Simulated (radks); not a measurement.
Results of a calculation; reference values are marked as such.
Species: Nd. Configuration: [Xe] 4f4 6s2.

Code: a radial shooting solver on a logarithmic mesh with Libxc functionals. Model: Dirac Kohn-Sham, PBE, spin-unpolarised, spherical densities, finite nucleus; open shells are shared between the two j in proportion to 2j + 1; Fermi nuclear charge, rms radius 4.9123 fm.

Energy parts (hartree):
total: -9629.3494
kinetic: 10383.4675
electron-nucleus: -23526.8697
Hartree: 3737.1479
exchange-correlation: -223.0952

Orbitals (lengths in bohr, moments of r in powers of bohr; r(90%) holds 90 % of the orbital's charge):
orbital     occ.  eigenvalue (hartree)  r(90%)      <r^2>      <r>      <r^4>
1s1/2          2             -1593.355  0.0426  0.0007600  0.02363  1.527e-06
2s1/2          2             -257.6053   0.156    0.01197   0.1005  0.0002480
2p1/2          2             -243.7202   0.139   0.008751  0.08422  0.0001551
2p3/2          4             -224.6084   0.147    0.01000  0.09063  0.0001966
3s1/2          2             -55.88888   0.391    0.08094   0.2659   0.009928
3p1/2          2             -49.95722   0.384    0.07596   0.2556   0.009163
3p3/2          4             -46.14191   0.401    0.08332   0.2681    0.01096
3d3/2          4             -35.80992   0.374    0.06759   0.2394   0.008217
3d5/2          6             -34.98522   0.380    0.06967   0.2433   0.008686
4s1/2          2             -11.11442   0.873     0.4163   0.6073     0.2524
4p1/2          2              -8.87549   0.908     0.4427   0.6237     0.2936
4p3/2          4              -8.04833   0.948     0.4834   0.6519     0.3502
4d3/2          4              -4.36872    1.05     0.5710   0.7013     0.5333
4d5/2          6              -4.22258    1.07     0.5875   0.7114     0.5649
4f5/2    1.71429              -0.07278    1.99      1.790    1.116      14.22
4f7/2    2.28571              -0.05799    2.04      1.903    1.142      17.36
5s1/2          2              -1.48473    2.12      2.444    1.474      8.884
5p1/2          2              -0.88917    2.44      3.156    1.666      15.59
5p3/2          4              -0.77822    2.58      3.520    1.759      19.52
6s1/2          2              -0.12870    6.54      22.35    4.437      786.4

The highest occupied level is 4f7/2 at -1.578 eV. Summed over all electrons, <r^2> = 88.27 bohr^2, which gives a Langevin (diamagnetic) susceptibility term of -69.9 x 10^-6 cm^3/mol. The density falls to 0.001 e/bohr^3 at r = 5.36 bohr.
